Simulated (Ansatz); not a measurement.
Results of the Gaussian-basis code of Ansatz.

A structure relaxed at PBE0-D4/def2-TZVP, charge 0, multiplicity 1:

Cartesian coordinates in Å:
```
C 1.118 -1.288 -0.086
O 0.108 -0.425 -0.560
B -0.439 0.577 0.163
N -1.435 1.383 -0.387
Br 0.132 0.941 1.997
H 2.021 -0.732 0.177
H 0.782 -1.845 0.792
H 1.348 -1.988 -0.889
H -1.769 1.242 -1.325
H -1.867 2.136 0.116
```

Task: Give its formula and SMILES.

Result: CH5BBrNO, `COB(N)Br`.

Task: Point group (tolerance 0.08 Å, 0.16 Å for H)?

Result: Cs.

Task: Summarise the bond lengths by kind.

Result: 1 × C–O 1.411 Å; 3 × C–H 1.090 to 1.093 Å; 1 × B–O 1.351 Å; 1 × B–N 1.394 Å; 1 × B–Br 1.956 Å; 2 × H–N 1.002 to 1.005 Å.
